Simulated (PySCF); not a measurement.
Species: C₆H₁₃N.
SMILES with atom numbers: `[CH3:1][CH2:2]/[CH:3]=[N:4]\[CH2:5][CH2:6][CH3:7]` (hydrogens: H8, H9, H10 on C1; H11, H12 on C2; H13 on C3; H14, H15 on C5; H16, H17 on C6; H18, H19, H20 on C7)

Jobs on this species (20 atoms, 56 electrons) with PySCF (density fitting). Hardware of each: one thread, Intel Xeon Platinum 8259CL at 2.50 GHz (x86_64), no GPU, on a shared host. Other jobs ran on the host; a repeat could differ by tens of per cent or more. Peak memory is the resident size of the whole Python process, interpreter and libraries included.

```tsv
level and settings	work	basis functions	SCF cycles	wall time	peak memory
OPBE/6-31++G**	spin–spin couplings from 20 perturbed nuclei, spin–dipole term for 1 of them	204	?	?	?
PBE0/pcSseg-1, IEF-PCM dimethylsulfoxide, damping 0.3 at the start, DIIS from the seventh cycle	spin–spin couplings from 20 perturbed nuclei, spin–dipole term for 1 of them	184	?	?	?
PBE0/6-31G, grid level 4, damping 0.1 at the start, DIIS from the seventh cycle	spin–spin couplings from 20 perturbed nuclei, spin–dipole term for 1 of them	89	17	60 s	0.59 GiB
PBE0/pcSseg-1	shieldings	184	13	34 s	0.83 GiB
```

Fill in the missing figures.

- OPBE/6-31++G**; spin–spin couplings from 20 perturbed nuclei, spin–dipole term for 1 of them: 68 s, 0.74 GiB, 15 SCF cycles
- PBE0/pcSseg-1, IEF-PCM dimethylsulfoxide, damping 0.3 at the start, DIIS from the seventh cycle; spin–spin couplings from 20 perturbed nuclei, spin–dipole term for 1 of them: 60 s, 0.97 GiB, 13 SCF cycles

What do all jobs in the table cost together?

About 3.7 min; the longest takes about 31 % of that, and about 2 times as long as the shortest.
